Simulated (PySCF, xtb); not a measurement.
C2H7FOSi2, SMILES C=C[Si@H](F)[SiH2]O. One conformer was computed; it need not be the lowest.

Harmonic wavenumbers (cm⁻¹) from GFN2-xTB (xtb) at its own minimum, in rising order: 17, 51, 94, 146, 166, 193, 282, 351, 433, 442, 486, 611, 640, 663, 710, 741, 773, 783, 798, 892, 919, 1005, 1031, 1280, 1421, 1663, 2174, 2213, 2284, 3031, 3071, 3109, 3675.

Task: What does PySCF with PBE-D3(BJ)/def2-SVP give at its own minimum? (The exact figures need the calculation; the answer reports its results.)

Result: 25, 54, 91, 144, 178, 197, 247, 362, 426, 453, 525, 645, 694, 735, 771, 793, 845, 873, 885, 901, 946, 965, 1000, 1224, 1365, 1611, 2117, 2141, 2175, 3052, 3067, 3150, 3757. Paired by order, the mean absolute difference is 40 cm⁻¹ and the zero-point energies are 51.7 and 52.1 kcal/mol.
